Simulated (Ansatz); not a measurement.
A nudged elastic band was laid between two geometries of C2H9AsOSi (14 atoms, charge 0, multiplicity 1).

All numbers below come from Ansatz, RKS B3LYP-D4/def2-SVP.

```yaml
movable_images: 5
climbing_image: yes
spring: 5.0 eV/Å²
optimiser: quadratic models (default)
start_path: IDPP
force_threshold: 0.03 eV/Å
iteration_limit: 60
end_points: relaxed
```

Image 0:

```xyz
14
Properties=species:S:1:pos:R:3
C -1.144 -1.517 1.137
As 0.013 -0.070 1.893
Si 0.930 0.576 -0.198
C -0.275 1.704 -1.108
O 1.205 -0.834 -1.072
H -2.042 -1.052 0.703
H -0.619 -2.092 0.364
H -1.457 -2.180 1.956
H 1.214 -0.974 2.186
H 2.212 1.318 0.027
H -1.248 1.207 -1.255
H 0.112 1.994 -2.100
H -0.446 2.628 -0.531
H 1.534 -0.735 -1.974
```

Image 6:

```xyz
14
Properties=species:S:1:pos:R:3
C -1.141 -1.454 1.078
As 0.097 -0.077 1.840
Si 0.919 0.644 -0.282
C -0.361 1.714 -1.134
O 1.193 -0.650 -1.320
H -2.067 -0.947 0.770
H -0.706 -1.967 0.210
H -1.388 -2.185 1.861
H 1.289 -1.026 2.023
H 2.183 1.412 -0.047
H -1.305 1.162 -1.269
H -0.004 2.026 -2.128
H -0.570 2.618 -0.540
H 1.847 -1.299 -1.032
```

Which bonds break or form, and what moves?

No bond is made or broken. The dihedral As2–Si3–O5–H14 goes from 177 to -61°.

What energy profile does the band end with?

The run converged. The highest image is number 2 of 0 to 6, 0.006 eV above the first end and 0.058 eV above the last; the last end lies 0.052 eV below the first. The top lies less than 8 meV above the higher end, about what the thresholds resolve: that end is a shoulder or a very shallow well. A vibrational analysis at the climbing image gives one clearly imaginary mode, 179i cm⁻¹: a first-order saddle point.

| image | path coordinate (Å) | energy (eV) | dihedral As2–Si3–O5–H14 (°) |
| --- | --- | --- | --- |
| 0 | 0.00 | 0.000 | 177 |
| 1 | 0.27 | 0.003 | -165 |
| 2 | 0.54 | 0.006 | -141 |
| 3 | 0.80 | -0.004 | -117 |
| 4 | 1.06 | -0.028 | -93 |
| 5 | 1.32 | -0.047 | -74 |
| 6 | 1.58 | -0.052 | -61 |

What is the geometry of the highest image?


```xyz
14
Properties=species:S:1:pos:R:3
C -1.149 -1.497 1.131
As 0.040 -0.067 1.872
Si 0.898 0.573 -0.252
C -0.338 1.717 -1.089
O 1.127 -0.812 -1.178
H -2.052 -1.021 0.721
H -0.648 -2.074 0.343
H -1.449 -2.163 1.952
H 1.237 -0.987 2.130
H 2.207 1.282 -0.078
H -1.311 1.215 -1.215
H 0.015 2.026 -2.086
H -0.497 2.624 -0.482
H 1.908 -0.846 -1.741
```

The band took 10 iterations and roughly 8 core-minutes.

Time of the run: 4.4 min on 2 threads of Arm Neoverse V1, with other jobs on the host, peak memory 0.39 GiB.
